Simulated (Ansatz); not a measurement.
Coupled-cluster diagnostics for Na₆P⁻, Ansatz.

Geometry of the singlet (PBE-D4/def2-SVPD):

Cartesian coordinates in Å:
```
P -0.004 -0.002 0.006
Na 2.387 1.324 -0.114
Na 0.450 0.695 2.613
Na -0.432 -0.695 -2.608
Na -1.794 1.887 -0.848
Na -2.399 -1.323 0.094
Na 1.791 -1.887 0.857
```

Correlated methods freeze 11 core orbitals; core or outer-core shells of Na are correlated, in sets that lack core-valence functions. The geometry of the singlet was relaxed on an unsound state (restricted singlet, unstable towards broken spin symmetry at other levels and untested here). Another isomer (singlet) lies 0.07 eV lower at PBE0-D4/def2-TZVPD; other spin states weren't run for this one.

Problem. Estimate the CCSD(T) correlation energy, the shares of MP2 and (T), T1 and the reference's ⟨S²⟩ for: charge -1, singlet, own geometry in def2-SVPD; and the rough time on 4 threads of Intel Xeon Platinum 8488C on a shared host.

Solution. 
```json
{"state": "charge -1, singlet, own geometry", "basis": "def2-SVPD", "correlation (eV)": "-7.493", "MP2 share (%)": "86.7", "(T) share (%)": "7.7", "T1": "0.015", "⟨S²⟩ (pure)": "0.00 (0.00)", "wall time": "42 s", "remarks": "restricted SCF unstable"}
```
Customary marks for T1 are 0.02 (closed shells), 0.045 (open shells) and about 0.05 (3d metals). T1 stays under 0.02 throughout.
